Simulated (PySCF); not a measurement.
The multiplicity is imposed and other spin states were not computed.

[Cd(OCH3)(N(CH3)2)] (charge 0, multiplicity 1)

The numbers are results of PySCF with TPSSh-D3(BJ)/def2-TZVP // r2SCAN-D4/def2-SVP, not measurements.

```
Item                                                          Value
-------------------------------------  ----------------------------
HOMO                                                       -5.14 eV
dipole moment                                                1.19 D
LUMO                                                       -1.33 eV
HOMO–LUMO gap                                               3.80 eV
charge on the central atom (Mulliken)                        0.71 e
total energy                                           -417.4958 Ha
cost                                   very roughly 22 core-minutes
```

```xyz
15

Cd     1.0168    -0.1487    -0.1937
O      0.8506    -1.3870    -1.7165
C     -0.2705    -1.3877    -2.5553
H     -1.2225    -1.6271    -2.0345
H     -0.1326    -2.1660    -3.3308
H     -0.4292    -0.4296    -3.0955
N      1.1454     1.1267     1.3437
C      2.0382     2.2595     1.2688
C      0.9761     0.6472     2.6954
H      1.6514     3.0970     1.8881
H      3.0710     2.0523     1.6329
H      2.1220     2.6380     0.2364
H      1.9193     0.3038     3.1800
H      0.5687     1.4534     3.3424
H      0.2593    -0.1897     2.7384
```
Charge 0, spin multiplicity 1.
